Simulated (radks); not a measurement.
Values are calculated unless marked as measured or tabulated.
Problem. These are the eigenvalues of the occupied orbitals of an atom or ion with whole-number occupations (eV). Level of theory: non-relativistic Kohn-Sham, LDA (Slater exchange, Perdew-Wang correlation), spin-polarised, spherical densities, point nucleus (a radial shooting solver on a logarithmic mesh with Libxc functionals).

orbital  eigenvalue
1s up     -7270.097
1s down   -7268.486
2s up     -1145.388
2s down   -1143.746
2p up     -1038.719
2p down   -1036.760
3s up     -376.4999
3s down   -370.3120
3p up     -343.3051

Which element is it, and in what charge state? The configuration may be excited. Open shells, if any, are filled with parallel spins first.

Solution. Z = 26, iron, charge +12: Fe12+ in [Ne] 3s2 3p2. The list shows which subshells hold electrons but not how many an open one holds; the 1s level, -267.17 hartree, gives Z - s = 23.1 by -(Z - s)^2/2, which with screening narrows Z to a few neighbours, and the depths of the outer levels then fix element, charge and occupations together.
